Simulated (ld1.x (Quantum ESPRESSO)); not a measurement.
## Before and after: TM potential for Ta

| Item | Value |
| --- | --- |
| Element | Ta (Z = 73) |
| Generator | ld1.x (Quantum ESPRESSO) 7.5 |
| Type | norm-conserving Troullier–Martins (Kleinman–Bylander form) |
| Functional | LDA (PZ) |
| Relativity | scalar-relativistic |
| Frozen core | [Xe] 4f14 |
| Valence charge | 5 |
| Reference configuration | 5d3 6s2 6p0 |
| Partial waves | 6p (bound, empty): rc 3.65 bohr; 5d (bound): rc 2.50 bohr; 6s (bound): rc 2.70 bohr |
| Local potential | the s channel |
| Core correction | none |

Change: local potential the d channel.

Cutoffs: the cutoffs (Ry, on a coarse ladder) from which the occupation-weighted sum of valence levels, in a spherical-Bessel basis at the reference potential, stays within 10 and 1 mRy of its value at 400 Ry; they do not see the model core or the augmentation charge, which bear on the density cutoff. Errors are all-electron minus pseudo energies relative to the spin-unpolarised reference configuration.

Task: Predict the effect on cutoff, ghosts and configuration errors.

Result: The potential gets neither clearly harder nor softer (25 Ry and 30 Ry → 25 Ry and 30 Ry); a bound ghost appears in p, s, which as a rule spoils a file; of the 9 tests that both files solve, the error grows in 5 and shrinks in 1 by more than 15 % and 0.3 meV (median size 6.6 → 7.6 meV); the range in which the d phases agree widens (upper end 0.6 → 3.9). In the separable form a ghost depends on how the local part lies against the semilocal potential of the channel, so the choice of the local part can create or remove one.

```csv
quantity,base,changed
"cutoff, loose",25 Ry,25 Ry
"cutoff, tight",30 Ry,30 Ry
bound ghosts,none,"s, p"
"error for 5d3 6s1 6p0, meV [ΔE 8.70 eV]",+6.6,+7.6
"error for 5d3 6s0 6p0, meV [ΔE 24.01 eV]",+53,+63
"error for 5d2 6s0 6p0, meV [ΔE 47.94 eV]",+120,+179
"error for 5d3.5 6s1.5 6p0, meV [ΔE 0.98 eV]",-3.7,-2.7
"error for 5d2 6s2 6p0, meV [ΔE 7.91 eV]",+0.8,+2.2
"error for 5d4 6s0 6p0, meV [ΔE 10.17 eV]",+3.0,+5.8
"error for 5d3 6s1.5 6p0, meV [ΔE 3.56 eV]",+0.6,+0.8
"error for 5d3 6s2 6p0 (spin-polarised), meV [ΔE -1.05 eV]",+1315,+1313
"error for 5d3 6s1 6p0 (spin-polarised), meV [ΔE 6.73 eV]",+1917,+1920
s: phases at 3.97 bohr within 0.05 rad from the reference energy up to (Ry; the scan ends near 5),1.0,1.2
p: phases at 3.97 bohr within 0.05 rad from the reference energy up to (Ry; the scan ends near 5),1.5,2.1
d: phases at 3.97 bohr within 0.05 rad from the reference energy up to (Ry; the scan ends near 5),0.6,3.9
```

 A true bound ghost makes a file unfit for plane-wave use even where its test errors are small: the radial tests pick states by their node count and pass the ghost by.
